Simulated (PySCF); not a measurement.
Molecules (atom-mapped SMILES):
1. `[CH:1]#[C:2][C@H:3]1[CH2:4][CH2:5][C@@H:6]([C:7]([F:8])([F:9])[F:10])[CH2:11][CH2:12]1`
2. `[O:1]=[C:2]([O-:3])[C:4]([F:5])([F:6])[C:7]([F:8])([F:9])[C:10]([F:11])([F:12])[F:13]`
3. `[CH3:1][C@H:2]1[CH2:3][CH2:4][C@@H:5]([C:6]([F:7])([F:8])[F:9])[CH2:10][CH2:11]1`

Couplings at B3LYP/pcJ-1, PySCF 2.14, geometries PBE0-D3(BJ)/def2-SVP, gas phase, one conformer each, non-relativistic.

Question: List the couplings to ¹⁹F of 5 Hz or more (2 Hz over four bonds), one row for each set of pairs made equivalent by symmetry, fast rotation or ring inversion, averaged. Isotopes: ¹³C, ¹⁹F, ¹H; all four Ramsey terms are included.

Answer: 
| molecule | pair | bonds | J (Hz) |
| --- | --- | --- | --- |
| 1 | C7, F8 | 1 | -341.3 |
| 1 | F8, F9 | 2 | 62.8 |
| 1 | C6, F8 | 2 | 28.1 |
| 1 | F8, H(C6) | 3 | 7.8 |
| 2 | C10, F11 | 1 | -349.4 |
| 2 | C4, F5 | 1 | -329.0 |
| 2 | C7, F8 | 1 | -315.6 |
| 2 | F8, F9 | 2 | 256.5 |
| 2 | F5, F6 | 2 | 246.0 |
| 2 | F11, F12 | 2 | 53.1 |
| 2 | C7, F11 | 2 | 37.1 |
| 2 | F8, C10 | 2 | 36.1 |
| 2 | F5, C7 | 2 | 32.0 |
| 2 | C4, F8 | 2 | 30.1 |
| 2 | C2, F5 | 2 | 21.5 |
| 2 | F5, F8 | 3 | -21.0 |
| 2 | F5, F9 | 3 | -11.6 |
| 2 | F5, F11 | 4 | 6.6 |
| 3 | C6, F7 | 1 | -341.1 |
| 3 | F7, F8 | 2 | 63.2 |
| 3 | C5, F7 | 2 | 27.8 |
| 3 | F7, H(C5) | 3 | 7.7 |

One-bond C–F values run tens of Hz too large at this level.
